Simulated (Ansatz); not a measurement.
Cost and result for the atomization energy of `C[SiH2]BS` (11 atoms, 10 bonds).

Cartesian coordinates in Å:
```
C -1.5288 -0.9014 0.1340
Si 0.2833 -0.5831 -0.2452
B 0.9821 1.0506 0.6881
S 1.7805 2.3858 -0.1416
H -2.1488 -0.0646 -0.1950
H -1.8781 -1.8035 -0.3729
H -1.6793 -1.0331 1.2078
H 0.4721 -0.4406 -1.7212
H 1.0928 -1.7621 0.1862
H 0.8979 1.2150 1.8700
H 1.7261 1.9370 -1.4101
```

Charge 0, multiplicity 1. All single points use the PBE0-D4/def2-TZVP geometry. It is one conformer, not always the lowest. Program: Ansatz. All runs use 2 threads of an AMD EPYC 9B14 on a shared host. Times are those of one run each, without the atoms' runs, and a repeat can differ threefold. Electronic energies, without spin–orbit coupling; frozen cores. CCSD(T)/CBS adds CCSD(T) − MP2 in def2-TZVPP to the MP2 limit, and its time is that of the two runs behind it. T1 = 0.014. B3LYP takes the VWN-RPA correlation (the form of Gaussian; ORCA's B3LYP/G). HSE06 is the plane-wave form, built on full-range PBE exchange.

CCSD(T)/CBS is a level of theory with its own doubt, some kJ/mol a heavy atom from the limit and from the frozen cores, so smaller differences don't rank the functionals.

```json
{"level": "LDA (SPW92)/def2-TZVPP", "functions": "244", "wall time": "1.4 s"}
{"level": "PBE-D4/def2-TZVPP (with forces)", "functions": "244", "wall time": "2.6 s"}
{"level": "BHLYP-D4/def2-TZVPP", "functions": "244", "wall time": "3.1 s"}
{"level": "CCSD(T)/def2-SVP", "functions": "99", "wall time": "3.4 s"}
{"level": "HSE06-D4/def2-TZVPP", "functions": "244", "wall time": "3.5 s"}
{"level": "CAM-B3LYP-D4/def2-TZVPP", "functions": "244", "wall time": "3.6 s"}
{"level": "B3LYP-D4/def2-TZVPP (with forces)", "functions": "244", "wall time": "5 s"}
{"level": "r2SCANh-D4/def2-TZVPP", "functions": "244", "wall time": "5 s"}
{"level": "B97M-V/def2-TZVPP", "functions": "244", "wall time": "9 s"}
{"level": "ωB97M-V/def2-TZVPP (with forces)", "functions": "244", "wall time": "11 s"}
{"level": "MP2/def2-QZVPP", "functions": "464", "wall time": "21 s"}
{"level": "CCSD(T)/def2-TZVPP", "functions": "244", "wall time": "4.4 min"}
{"level": "CCSD(T)/CBS(def2)", "functions": "–", "wall time": "4.7 min"}
```

**Question.** What atomization energy does each give, and how far from CCSD(T)/CBS? (Best estimate.)

**Answer.** Ansatz gave: 
```json
{"level": "LDA (SPW92)/def2-TZVPP", "atomization (kJ/mol)": "4166.8", "difference from CCSD(T)/CBS": "454.2", "per bond": "45.4"}
{"level": "PBE-D4/def2-TZVPP (with forces)", "atomization (kJ/mol)": "3750.1", "difference from CCSD(T)/CBS": "37.5", "per bond": "3.7"}
{"level": "BHLYP-D4/def2-TZVPP", "atomization (kJ/mol)": "3665.4", "difference from CCSD(T)/CBS": "-47.2", "per bond": "-4.7"}
{"level": "CCSD(T)/def2-SVP", "atomization (kJ/mol)": "3522.1", "difference from CCSD(T)/CBS": "-190.5", "per bond": "-19.1"}
{"level": "HSE06-D4/def2-TZVPP", "atomization (kJ/mol)": "3725.7", "difference from CCSD(T)/CBS": "13.1", "per bond": "1.3"}
{"level": "CAM-B3LYP-D4/def2-TZVPP", "atomization (kJ/mol)": "3730.7", "difference from CCSD(T)/CBS": "18.1", "per bond": "1.8"}
{"level": "B3LYP-D4/def2-TZVPP (with forces)", "atomization (kJ/mol)": "3724.1", "difference from CCSD(T)/CBS": "11.5", "per bond": "1.2"}
{"level": "r2SCANh-D4/def2-TZVPP", "atomization (kJ/mol)": "3728.7", "difference from CCSD(T)/CBS": "16.1", "per bond": "1.6"}
{"level": "B97M-V/def2-TZVPP", "atomization (kJ/mol)": "3756.5", "difference from CCSD(T)/CBS": "43.9", "per bond": "4.4"}
{"level": "ωB97M-V/def2-TZVPP (with forces)", "atomization (kJ/mol)": "3735.8", "difference from CCSD(T)/CBS": "23.2", "per bond": "2.3"}
{"level": "MP2/def2-QZVPP", "atomization (kJ/mol)": "3689.2", "difference from CCSD(T)/CBS": "-23.4", "per bond": "-2.3"}
{"level": "CCSD(T)/def2-TZVPP", "atomization (kJ/mol)": "3628.6", "difference from CCSD(T)/CBS": "-84.0", "per bond": "-8.4"}
{"level": "CCSD(T)/CBS(def2)", "atomization (kJ/mol)": "3712.6", "difference from CCSD(T)/CBS": "0.0", "per bond": "0.0"}
```

From BLYP to BHLYP (50 % exact exchange), in def2-TZVPP and without D4, the atomization energy moves by −6.7 kJ/mol: exact exchange takes away binding that semilocal exchange gives to molecules. Leaving LDA and LC-ωPBE aside and taking each functional with its dispersion term where it has one, the values spread over 91.1 kJ/mol, from BHLYP-D4 to B97M-V. LDA lies +438.6 kJ/mol from PBE without D4, its usual overbinding. The D4 term adds +35.3 kJ/mol with B3LYP and +18.6 kJ/mol with PBE0; it sums over pairs of atoms, weighted by their polarisabilities, and B3LYP, whose exchange is more repulsive, gets the larger term.
